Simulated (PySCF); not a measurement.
# What a mistake does to a calculation on AlBGeH6N cation

All numbers below are calculated, not measured. The program is PySCF 2.14.0, an open-source quantum chemistry code, run on an isolated molecule that a program drew, which may never have been made. The molecule is AlBGeH6N cation (charge +1, singlet), drawn as the SMILES string `[AlH2][B+][NH][GeH3]`.

Each row is a Hartree-Fock (HF) and frozen-core CCSD(T) single point in the cc-pV(D+d)Z basis, meant for a local HF minimum. Run 1 is clean. Each other run has one planted mistake out of seven kinds, and not every kind appears here: one electron removed, one electron added, multiplicity raised by two, geometry at a saddle point, minimal basis STO-3G, one bond length entered in bohr, all coordinates scaled. The reference is restricted for singlets and unrestricted otherwise, and also for a bond in bohr. Adding or removing an electron swaps singlet and doublet. Electrons count all cores. HOMO and LUMO are orbital energies over both spins, the gradient is its largest component, and the lowest frequency (negative if imaginary) is given only where the gradient is small. Bond lengths are over the 9 bonds as drawn. T1 is the CCSD diagnostic: over 0.02 (restricted) or 0.045 (unrestricted) a single reference is doubtful. Germanium has the cc-pVDZ-PP basis, with a core potential (ECP10MDF) in place of its 10 inner electrons, and its 3s, 3p and 3d shells are frozen in CCSD(T).

Geometry of the clean run:
```xyz
10
AlBGeH6N cation, angstrom
Al   -0.9552   -0.6818   -1.7531
B    -1.7825   -1.0255    0.2652
N    -2.2509   -1.2385    1.4718
Ge   -1.3077   -2.0662    2.9958
H    -1.9688   -0.0013   -2.7196
H     0.5160   -1.1731   -1.8985
H    -3.2030   -0.9541    1.6676
H    -1.3151   -0.9740    4.0434
H    -2.1590   -3.2760    3.3150
H     0.0533   -2.3787    2.4068
```

| run | electrons | basis functions | <S^2> | HOMO (eV) | LUMO (eV) | gradient (hartree/bohr) | lowest frequency (cm^-1) | mean bond (Å) | longest bond (Å) | T1 | HF (hartree) | CCSD(T) (hartree) | mistake |
|---|---|---|---|---|---|---|---|---|---|---|---|---|---|
| 1 | 62 | 104 | 0.000 | -16.30 | -3.79 | 3.8e-05 | 72 | 1.5738 | 2.208 | 0.0145 | -617.70403 | -618.15634 | no fault |
| 2 | 62 | 104 | 0.000 | -15.78 | -3.75 | 8.0e-02 | - | 1.7264 | 2.422 | 0.0185 | -617.63637 | -618.10630 | all coordinates scaled |
| 3 | 62 | 104 | 2.092 | -12.73 | -6.78 | 4.1e-02 | - | 1.5738 | 2.208 | 0.0250 | -617.55110 | -617.98802 | ? |
| 4 | 62 | 104 | 0.868 | -14.26 | -3.81 | 7.7e-03 | - | 1.7236 | 2.864 | 0.0408 | -617.59704 | -618.03543 | ? |

**Which mistake was planted in run 3, and what did it cost?**

Electrons, basis and geometry are unchanged, and <S^2> is 2.092, beside S(S+1) = 2.00 for a multiplicity of 3. So the mistake is: multiplicity raised by two. Subtracting run 1 and multiplying by 627.51 kcal/mol a hartree, the energy moved by 96.0 kcal/mol in HF and 105.6 kcal/mol in CCSD(T).

**Which mistake was planted in run 4, and what did it cost?**

The mean bond changes by a factor of 1.095 and the longest by 1.297, so the molecule wasn't scaled as a whole. A length L in bohr read as angstrom grows by (1/0.5292 - 1) L = 0.890 L. The 9 bonds together grew by 9 x 0.1498 = 1.348 Å, which gives L = 1.515 Å. That is the length of one of the Ge-H bonds, 1.516 Å in the clean geometry. So the mistake is: one bond length entered in bohr. Subtracting run 1 and multiplying by 627.51 kcal/mol a hartree, the energy moved by 67.1 kcal/mol in HF and 75.9 kcal/mol in CCSD(T).

